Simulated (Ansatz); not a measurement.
Geometry optimisation, Ansatz 0.2.0, UKS PBE-D4/def2-SVPD.

input.yaml

```yaml
crystal:
  periodic: [false, false, false]
  atoms:
    - { symbol: F, position_ang: [-2.14073, 0.03974, -0.21052] }
    - { symbol: Sn, position_ang: [-0.2598, -0.1719, -0.4306] }
    - { symbol: Cl, position_ang: [0.08385, -1.86998, -1.9828] }
    - { symbol: H, position_ang: [0.5078, 1.3185, -1.0726] }
magnetization:
  spin_polarized: true
  initial_magnetization: 1
basis:
  gaussian: { orbitals: def2-SVPD }
hamiltonian:
  xc: pbe
  dispersion: d4
relax:
  f_tol: 0.015
  max_steps: 40
```

Launched with:

```bash
$ ansatz run input.yaml --threads 2 --pin off --max-ram 3072MiB --backend cpu --events-out ev --progress --plain --runs-dir out
```

Q: Where does it end, and by what steps?

A: The run converged. After 3 steps the energy has fallen by 0.157 eV; Sn2 moved furthest, 0.11 Å.

```tsv
step	energy less start (eV)	largest force component (eV/Å)	accepted
0	0.0000	2.132	yes
1	-0.1499	0.269	yes
2	-0.1568	0.029	yes
3	-0.1569	0.005	yes
```

```xyz
4
Properties=species:S:1:pos:R:3
F -2.143 0.097 -0.246
Sn -0.177 -0.194 -0.357
Cl 0.084 -1.906 -2.023
H 0.427 1.320 -1.070
```

The run took 6.3 s on 2 threads of AMD EPYC 9R14 (Zen 4) (shared host), peak memory 0.21 GiB.
